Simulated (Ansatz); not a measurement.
Reaction (redistribution): `[F][SnH2][CH2]Cl` + `FC[SiH](F)S` → `[F][SnH2][SH]` + `FC[SiH](F)CCl`

Program: Ansatz. Geometries: PBE0-D4/def2-TZVP. ΔE: electronic, gas phase. CCSD(T)/CBS adds triple-zeta CCSD(T) − MP2 to the extrapolated MP2 energy (def2 sets, frozen cores). DFT in def2-TZVPP. HSE06 is defined as in plane-wave codes. Elements past krypton have def2 core potentials. For Sn outer-core shells are correlated without core-valence functions, which leaves a few kJ/mol of doubt a bond. One conformer a species, not always the lowest.

```
   level  ΔE (kJ/mol)
BHLYP-D4        -23.0
  r2SCAN        -19.2
 r2SCAN0        -20.1
   HSE06        -18.8
```

Question: What does CCSD(T)/CBS give? (An estimate is asked.)

Answer: Computed: -17.1 kJ/mol. The listed levels differ from it by -5.9, -2.1, -3.0, -1.7 kJ/mol.

Largest T1 diagnostic among the species: 0.013.

Leaving LDA and LC-ωPBE aside and taking each functional with its dispersion term where it has one, the values, not all of them listed here, spread over 6.5 kJ/mol, from BHLYP-D4 to revPBE-D4. In def2-TZVPP, CCSD(T) changes the Hartree–Fock value by +10.5 kJ/mol (the triples alone add +1.2 kJ/mol) and MP2 by +12.4 kJ/mol.
